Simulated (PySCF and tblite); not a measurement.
Results of a calculation; reference values are marked as such.
**Pyramidal inversion: stationary points, barriers and rates**

System: C2H7NSi, numbered as in [SiH3:1][N:2]1[CH2:3][CH2:4]1.

Motion: pyramidal inversion at N2. Geometries: PBE0-D3(BJ)/def2-SVP; energies: PBE0/pcSseg-2 + D3(BJ); zero-point and thermal terms from GFN2-xTB harmonic modes (soft modes blended into free rotors). Rates follow Eyring's equation with the number of equivalent paths and no tunnelling. Programs: tblite and PySCF.

```
 point  symmetry  E(GFN2) kcal/mol  E(DFT) kcal/mol  ZPE change kcal/mol  lowest mode cm⁻¹  dipole D
 start        Cs               0.0              0.0                 0.00               132      1.15
saddle        Cs               3.0              3.7                -0.59              194i      1.11
   end        Cs               0.0              0.0                 0.00               132      1.15
```

```json
{"Electronic barrier": "3.7 kcal/mol", "Barrier with zero-point energy": "3.1 kcal/mol", "ΔH‡ (298 K)": "2.9 kcal/mol", "ΔS‡ (298 K, symmetry apart)": "-1.3 cal/(mol K)", "Paths": "2 equivalent paths", "End point": "the same structure with atoms interchanged, or its mirror image", "Mean lifetime of the start against this motion at 298 K": "19 ps", "Cost": "79 s on 1 thread of Intel Xeon @ 2.80GHz, shared host (rough), peak memory 0.89 GiB, launched as `OMP_NUM_THREADS=1 python ens_run.py task.json out`"}
```

| T/K | ΔG‡ kcal/mol | k s⁻¹ |
| --- | --- | --- |
| 150 | 3.1 | 2×10⁸ |
| 200 | 3.1 | 3.3×10⁹ |
| 250 | 3.2 | 1.8×10¹⁰ |
| 298 | 3.2 | 5.1×10¹⁰ |
| 350 | 3.4 | 1.2×10¹¹ |
| 400 | 3.5 | 2.1×10¹¹ |
| 500 | 3.7 | 4.8×10¹¹ |

ΔG and ΔG‡ leave out symmetry numbers and mirror images; rates count paths: 2 out.
